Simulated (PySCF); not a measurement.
## From computed data to an observable: chemical shift, span and skew from a shielding tensor

Si(F)3(GeH3) (F₃GeH₃Si), SMILES F[Si]([GeH3])(F)F. Atoms are numbered in the order given.

```xyz
8

F      1.4956     0.0054    -1.4842
Si     0.0000     0.0000    -0.8865
F     -0.7525     1.2925    -1.4842
F     -0.7431    -1.2979    -1.4842
Ge     0.0000     0.0000     1.4568
H      0.7420     1.2440     1.9554
H      0.7063    -1.2646     1.9554
H     -1.4484     0.0206     1.9554
```

The structure is a stationary point at ωB97X-D3(BJ)/def2-SVP. The structure was generated by enumeration, and PubChem lists no compound with its InChIKey, so it may never have been made.

GIAO shieldings from PySCF with B3LYP/pcSseg-1, non-relativistic, no solvent. The symmetric part of the tensor of F1 has the principal values 216.3, 247.6, 388.4 ppm. The same nucleus in CFCl3 has σ = 161.7 ppm at this level (PySCF, at its B3LYP-D3(BJ)/def2-TZVP geometry).

**Question.** Work out the isotropic shielding, the ¹⁹F shift against CFCl3, the span and the skew.

**Answer.** 
σ(iso) = (σ11 + σ22 + σ33)/3 = 284.1 ppm. δ = σ(ref) − σ(iso) = 161.7 − (284.1) = -122.4 ppm.
Span Ω = σ33 − σ11 = 172.1 ppm. Skew κ = 3(σ(iso) − σ22)/Ω = 0.64. Tumbling in solution averages the tensor to δ; in a static solid the shielding alone would spread this spin-1/2 line over Ω.
